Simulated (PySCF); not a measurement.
## Assigning NMR signals

Cartesian coordinates in Å; atom numbers follow the order of the lines, from 1:
```xyz
16

O     2.518    1.499    1.836
C     1.894    0.855    1.112
C     1.146    0.085    0.357
C     1.634   -0.809   -0.650
O     0.887   -1.524   -1.288
C    -0.358    0.206    0.469
Si   -1.230   -1.442   -0.070
C    -0.816    1.330   -0.424
Cl   -0.069    2.896    0.048
Cl   -2.573    1.493   -0.349
H     2.719   -0.826   -0.820
H    -0.632    0.442    1.497
H    -1.624   -1.423   -1.468
H    -2.469   -1.367    0.728
H    -0.492   -2.570    0.480
H    -0.544    1.165   -1.468
```

- GFN2-xTB geometry
- shielding tensors at PBE0/pcSseg-1 (GIAO)
- run in PySCF
- one averaged value for each set of equivalent atoms, one computed conformer, relativity neglected, no solvent

δ = σ(ref) − σ, references computed at the same level: TMS for 13C (186.93 ppm) and 1H (31.72 ppm).

Task: Assign these signals to the numbered atoms. 13C{1H} NMR (computed): δ 198.3, 189.0, 91.1, 56.0, 39.4.

Result: 
| δ (ppm) | atoms | environment | reason |
| --- | --- | --- | --- |
| 198.3 | C2 | central carbon of a ketene | – |
| 189.0 | C4 | aldehyde carbonyl carbon | low-lying n→π* states of the double bond to the heteroatom give a large paramagnetic term (-242 ppm) |
| 91.1 | C8 | sp3 CH bonded to 2 Cl | 2 electronegative neighbours deshield it |
| 56.0 | C3 | terminal carbon of a ketene | – |
| 39.4 | C6 | allylic sp3 CH bonded to Si | – |

Task: Assign these signals to the numbered atoms. 1H NMR (500 MHz, computed): δ 9.56 (s, 1H), 5.59 (d, 1H), 4.33 (d, 3H), 2.32 (m, 1H).

Result: 
9.56 → H11, hydrogen on an aldehyde carbonyl carbon: deshielded by the polar, anisotropic C=O bond
5.59 → H16, hydrogen on an sp3 CH bonded to 2 Cl: its carbon carries Cl, which withdraws density
4.33 → H13/H14/H15, hydrogen on a silicon bonded to C
2.32 → H12, hydrogen on an allylic sp3 CH bonded to Si: allylic position

Carbons that carry Cl, above all several Cl atoms, come out too deshielded, partly because spin–orbit coupling is missing. Shifts are as computed. Against solution values, carbons near 30 ppm lie about +3 ppm off and those near 130 ppm about +5 ppm; carbons on Cl a further +6 ppm. Of 1211 compounds with measured shifts, 218 miss one by over three times the rms of a fit or turn the order of signals round; such compounds aren't used in these exercises. Multiplicities follow the n + 1 count of equivalent neighbours, as no J values were calculated; m marks all less simple cases, F and P coupling included.
